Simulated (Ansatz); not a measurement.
A geometry optimisation of GaH6NO3 with PBE0-D4/def2-SVP

The starting geometry of this gas-phase singlet was optimised with GFN2-xTB; its bonds are those of `[NH3+][Ga-]([OH])([OH])[OH]`.

```xyz
11

Ga    0.5227   -0.2238   -0.1700
N    -1.2707    0.5680    0.6553
O     1.2319   -0.2143    1.4298
O     0.9938    1.0641   -1.2711
O     0.0060   -1.7783   -0.8079
H    -0.9610    1.4195    1.1165
H    -1.5424   -0.1007    1.3711
H    -2.0672    0.7741    0.0601
H     2.1137   -0.5371    1.5905
H     1.0499    0.9466   -2.2144
H    -0.0115   -1.9753   -1.7394
```

**Question.** Where would you expect an optimisation with PBE0-D4/def2-SVP to take it?

**Answer.** It keeps its bonds, and is `[NH3+][Ga-]([OH])([OH])[OH]`.

The energy falls by 0.29 eV over 19 steps:

```
step  E − E(last) (eV)
   1             0.287
   3             0.156
   5             0.129
   7             0.114
   9             0.057
  11             0.015
  13             0.003
  15             0.000
  17             0.000
  19             0.000
```

Final geometry (Å):

```xyz
11

Ga    0.4621   -0.2085   -0.2332
N    -1.2544    0.5564    0.6535
O     1.6330    0.1340    1.1008
O     0.5094    0.8590   -1.6914
O    -0.0842   -1.9172   -0.4565
H    -1.0310    0.9107    1.5832
H    -1.9568   -0.1787    0.7323
H    -1.6238    1.3163    0.0826
H     2.0949   -0.6560    1.3961
H     1.3428    1.3315   -1.7744
H    -0.0266   -2.2046   -1.3723
```

The end wasn't checked by frequencies. Run with Ansatz 0.2.0, 72 s on 2 threads of Arm Neoverse V2, on a shared host.
